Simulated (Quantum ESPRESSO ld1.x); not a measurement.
Task: Radial electron density D(r) = 4 pi r^2 rho(r) of an atom or ion with 33 electrons. All-electron calculation, scalar-relativistic Kohn-Sham, PBE, spin-unpolarised, spherical densities, point nucleus. Program: ld1.x of Quantum ESPRESSO 7.5.

r (bohr),D(r) (e/bohr)
0.003495,3.474
0.00398,4.330
0.004578,5.462
0.005266,6.849
0.006057,8.530
0.006898,10.39
0.007935,12.73
0.009127,15.44
0.0105,18.51
0.01196,21.65
0.01375,25.26
0.01582,28.96
0.0182,32.56
0.02072,35.59
0.02384,38.25
0.02742,40.03
0.03154,40.69
0.03628,40.19
0.04132,38.80
0.04752,36.68
0.05467,34.54
0.06288,33.17
0.07161,33.22
0.08237,35.05
0.09475,38.54
0.109,42.80
0.1241,46.18
0.1428,47.75
0.1642,46.13
0.1889,41.38
0.2151,35.31
0.2475,29.05
0.2846,25.18
0.3274,24.70
0.3729,26.70
0.4289,29.55
0.4934,30.87
0.5675,29.29
0.6528,24.93
0.7434,19.50
0.8551,13.69
0.9836,9.039
1.131,5.985
1.289,4.392
1.482,3.537
1.705,3.076
1.961,2.672
2.233,2.230
2.569,1.695
2.955,1.174
3.399,0.7376
3.871,0.4384
4.453,0.2272
5.122,0.1056
5.891,0.04323
6.709,0.01648
7.718,0.004906
8.877,0.001189

What is the nuclear charge?

Result: Z = 33. The innermost maximum, from 1s, lies near gamma/Z bohr with gamma = sqrt(1 - (Z/c)^2) = 0.971, here 0.0294 bohr (found: 0.0319), and its height grows with Z. The density is that of neutral arsenic in [Ar] 3d10 4s2 4p3; the configuration itself is not fixed sharply by these data, and Z only to about a unit. D(r) has 3 maxima, at r = 0.0319, 0.143, 0.493 bohr, and minima at 0.0668, 0.311 bohr, inside which lie 2.07, 10.99 electrons.
